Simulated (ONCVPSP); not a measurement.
**Cutoff test, scandium (Sc), ONCV**

ONCVPSP 4.0.1 input, shortened (lines: element, Z, core and valence counts, functional; n l f; lmax; l rc ep ncon nbas qcut; lloc lpopt rc5 dvloc0; l nproj debl; icmod fcfact rcfact), PW91, fully relativistic:

```
  Sc 21.00    3    4  -109134      upf
    1    0    2.00
    2    0    2.00
    2    1    6.00
    3    0    2.00
    3    1    6.00
    3    2    1.00
    4    0    2.00
    2
    0    2.05    0.00    4    7    4.80
    1    1.60    0.00    4    7    8.80
    2    1.80    0.00    4    9    8.30
    4    5    1.05    2.00
    0    2    3.70
    1    3    0.40
    2    2    2.50
    3    2.00    1.80
```

Open shells are filled in proportion to 2j + 1.

In the p channel the program set the typed energies aside and used -1.231, 0.250, 0.650 Ha (j = l + 1/2; the other j can differ).

For each optimised wave give the share of its norm inside rc, the residual kinetic energy above qcut (Ha) and the cutoffs (Ha) for errors of 10, 1, 0.1 and 0.01 mHa per electron.

| wave | norm inside rc | residual KE | 10 mHa | 1 mHa | 0.1 mHa | 0.01 mHa |
| --- | --- | --- | --- | --- | --- | --- |
| 3s | 0.978 | 4.8e-06 | 5.0 | 6.7 | 8.2 | 9.7 |
| 4s | 0.079 | 4.5e-05 | 3.6 | 5.3 | 8.2 | 28.7 |
| 3p j=3/2 | 0.834 | 2.7e-08 | 13.2 | 17.7 | 21.6 | 25.0 |
| p projector 2 j=3/2 | 0.083 | 4.4e-08 | 10.9 | 15.4 | 19.3 | 22.4 |
| p projector 3 j=3/2 | 0.049 | 4.9e-08 | 10.2 | 14.8 | 18.8 | 22.1 |
| 3p j=1/2 | 0.839 | 2.6e-08 | 13.5 | 18.2 | 22.1 | 25.7 |
| p projector 2 j=1/2 | 0.082 | 4.1e-08 | 11.1 | 15.6 | 19.7 | 22.8 |
| p projector 3 j=1/2 | 0.049 | 4.6e-08 | 10.4 | 15.1 | 19.1 | 22.4 |
| 3d j=5/2 | 0.587 | 3.6e-06 | 21.0 | 25.9 | 29.6 | 33.5 |
| d projector 2 j=5/2 | 0.172 | 9.0e-05 | 24.9 | 29.8 | 34.9 | 100.5 |
| 3d j=3/2 | 0.589 | 3.7e-06 | 21.0 | 25.9 | 29.6 | 33.5 |
| d projector 2 j=3/2 | 0.172 | 9.1e-05 | 24.9 | 29.8 | 34.9 | 100.9 |

The occupied waves need 26 Ha and 30 Ha for 1 and 0.1 mHa. 1 of 4 tests not solved or not reliable.
